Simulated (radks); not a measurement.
Values are calculated unless marked as measured or tabulated.
Question: Ionisation of Zr, [Kr] 4d2 5s2, to Zr+, [Kr] 4d2 5s1, under several functionals. Scalar-relativistic Kohn-Sham, spin-polarised, spherical densities, finite nucleus; open shells are filled with parallel spins first (spin-orbit coupling, left out, can overturn this in heavy ions); a radial shooting solver on a logarithmic mesh with Libxc functionals. Known Delta-SCF values: PBE 6.438 eV; exchange-only r2SCAN 5.104 eV; LDA (Slater exchange, Perdew-Zunger correlation) 6.754 eV. What does XLYP give, and what is its highest occupied eigenvalue?

Answer: 6.635 eV by Delta-SCF; the 4d eigenvalue is -3.822 eV. NIST: 6.634 eV (measured).
